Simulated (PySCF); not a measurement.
# Two-component Hartree-Fock for Mn (manganese, neutral)

Start: [Ar] 3d5 4s2; 3d3/2 filled at m_j = -3/2, -1/2, +1/2, +3/2; 3d5/2 filled at m_j = +5/2. Calculated with PySCF 2.14 in x2c-TZVPall-2c with one added diffuse shell each of s, p, d type (7s8p5d1f, 63 functions): generalised Hartree-Fock with the X2C-1e Hamiltonian and a Gaussian nucleus; one run each with spin-orbit coupling (SO) switched off, then screened by Boettger's factors.

```json
{"spinor shell": "1s1/2", "electrons": "2", "ε, spin-free (eV)": "-6598.4", "ε, screened SO (eV)": "-6598.4", "weight of nominal j (screened SO)": "1.000", "rms radius, screened SO (bohr)": "0.0703"}
{"spinor shell": "2s1/2", "electrons": "2", "ε, spin-free (eV)": "-803.49", "ε, screened SO (eV)": "-803.47", "weight of nominal j (screened SO)": "1.000", "rms radius, screened SO (bohr)": "0.302"}
{"spinor shell": "2p1/2", "electrons": "2", "ε, spin-free (eV)": "-677.06", "ε, screened SO (eV)": "-684.51", "weight of nominal j (screened SO)": "0.978", "rms radius, screened SO (bohr)": "0.271"}
{"spinor shell": "2p3/2", "electrons": "4", "ε, spin-free (eV)": "-677.06", "ε, screened SO (eV)": "-673.40", "weight of nominal j (screened SO)": "0.989", "rms radius, screened SO (bohr)": "0.274"}
{"spinor shell": "3s1/2", "electrons": "2", "ε, spin-free (eV)": "-105.64", "ε, screened SO (eV)": "-105.64", "weight of nominal j (screened SO)": "1.000", "rms radius, screened SO (bohr)": "0.915"}
{"spinor shell": "3p1/2", "electrons": "2", "ε, spin-free (eV)": "-67.778", "ε, screened SO (eV)": "-68.241", "weight of nominal j (screened SO)": "0.664", "rms radius, screened SO (bohr)": "0.986"}
{"spinor shell": "3d3/2", "electrons": "4", "ε, spin-free (eV)": "-17.094", "ε, screened SO (eV)": "-17.108", "weight of nominal j (screened SO)": "0.509", "rms radius, screened SO (bohr)": "1.29"}
{"spinor shell": "3d5/2", "electrons": "1", "ε, spin-free (eV)": "-17.094", "ε, screened SO (eV)": "-17.033", "weight of nominal j (screened SO)": "1.000", "rms radius, screened SO (bohr)": "1.29"}
{"spinor shell": "4s1/2", "electrons": "2", "ε, spin-free (eV)": "-6.880", "ε, screened SO (eV)": "-6.880", "weight of nominal j (screened SO)": "1.000", "rms radius, screened SO (bohr)": "3.63"}
```

Task: Where does 3p3/2 lie, and what is the 3p spin-orbit splitting (screened SO)?

Result: At -67.556 eV, 0.685 eV above 3p1/2.

```csv
quantity,spin-free,screened SO
E (hartree),-1157.36638,-1157.38172
M_J,5/2,5/2
⟨J²⟩,8.772,8.772
⟨L²⟩,0.000,0.002
⟨S²⟩,8.772,8.771
```

Each row is a mean over spinors that exchange with the open shell spreads, by up to 13.912 eV (3p3/2).

Rows whose weight is well below 1 are mixtures of j = l ± 1/2: exchange outweighs spin-orbit coupling there, and the label is only the starting occupation.

Without spin-orbit coupling the j labels of p, d and f shells carry no meaning; the spin-free column gives the mean over the occupied spinors of each nl shell.
